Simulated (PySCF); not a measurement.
# Exercise with solution: oscillator strength and radiative lifetime

Te(H)(OMe) (CH4OTe), SMILES CO[TeH].

Coordinates come from a PBE-D3(BJ)/def2-SVP optimisation. The def2 effective core potentials stand for the cores of Te; spin–orbit coupling is left out.

TDA-ωB97X/def2-SVPD in PySCF puts the first singlet state with f over 0.02 at 6.39 eV (vertical), with the transition dipole (0.618, 0.239, -0.781) in atomic units.

### Question
Find the oscillator strength, the wavelength and the radiative lifetime that this transition would have in vacuum if emission retraced absorption.

### Answer

|μ|² = 1.0490 au, so |μ| = 2.60 D. ΔE = 6.39/27.211 = 0.2348 hartree. f = (2/3) ΔE |μ|² = 0.164 (the program prints 0.164).
λ = 1239.84/6.39 = 194 nm; ν = 51539 cm⁻¹.
Einstein's coefficient A = 0.6670 ν² f s⁻¹ (ν in cm⁻¹) = 2.9e8 s⁻¹, so τ = 1/A = 3.4 ns. This state is S4; the lower singlets have f = 0.002, 0.004, 0.006. The figure is the radiative limit of this one transition; relaxation, internal conversion, crossing to triplets and a medium change what is measured.
